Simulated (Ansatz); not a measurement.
System: ScF2, net charge 0, doublet state. The spin state was set by rule; other spins were not relaxed. 
Coordinates optimised at B3LYP-D3(BJ)/def2-TZVP (Ansatz, a program for electronic structure):
```
Sc
F 1 1.8367
F 1 1.8367 2 120.29
```
Charge 0, spin multiplicity 2.

Total electronic energies in hartree. Correlated levels leave the core frozen unless marked. UHF or UKS for open shells. No spin-orbit coupling. The frozen core is the preceding noble-gas configuration, with the filled d and f shells of earlier blocks. Non-relativistic. CBS(X,Y): correlation extrapolated as X^-3; Hartree-Fock from the larger set. The bracket is a focal-point correction in the basis named.

| level | program | energy (Eh) |
|---|---|---|
| RI-HF/def2-TZVPPD | Ansatz | -958.88819 |
| RI-HF/def2-QZVPP | Ansatz | -958.90987 |
| RI-HF/def2-QZVPPD | Ansatz | -958.90999 |
| BLYP/def2-TZVPD | Ansatz | -960.63609 |
| revPBE-D3(BJ)/def2-TZVPD | Ansatz + dftd3 | -960.45674 |
| B3LYP/def2-TZVPD | Ansatz | -960.63915 |
| PBE0/def2-SVP | Ansatz | -959.88531 |
| PBE0-D4/def2-TZVP | Ansatz + dftd4 | -960.23465 |
| PBE0-D4/def2-TZVPD | Ansatz + dftd4 | -960.23750 |
| BHLYP-D3(BJ)/def2-TZVPD | Ansatz + dftd3 | -960.53415 |
| BHLYP/def2-TZVPD | Ansatz | -960.53256 |
| r2SCANh-D4/def2-TZVPD | Ansatz + dftd4 | -960.48729 |
| CAM-B3LYP/def2-TZVPD | Ansatz | -960.60773 |
| LC-wPBE-D3(BJ)/def2-TZVPD | Ansatz + dftd3 | -960.34039 |
| B2GP-PLYP-D4/def2-TZVPD | Ansatz + dftd4 | -960.17786 |
| B2GP-PLYP/def2-TZVPD | Ansatz | -960.17741 |
| MP2/def2-SVPD | Ansatz | -959.00410 |
| RI-MP2/def2-TZVPP | Ansatz | -959.45728 |
| RI-MP2/def2-TZVPPD | Ansatz | -959.46234 |
| RI-MP2/def2-QZVPPD | Ansatz | -959.53278 |
| CCSD(T)/6-31G* | Ansatz | -959.14786 |
| RI-MP2/CBS(def2-TZVPP,def2-QZVPP)+[CCSD(T)-MP2]/def2-TZVPP | Ansatz | -959.5828 |
| RI-MP2/CBS(def2-TZVPPD,def2-QZVPPD)+[CCSD(T)-MP2]/def2-TZVPPD | Ansatz | -959.5823 |

Totals of different functionals don't rank their quality; only differences between species are comparable.
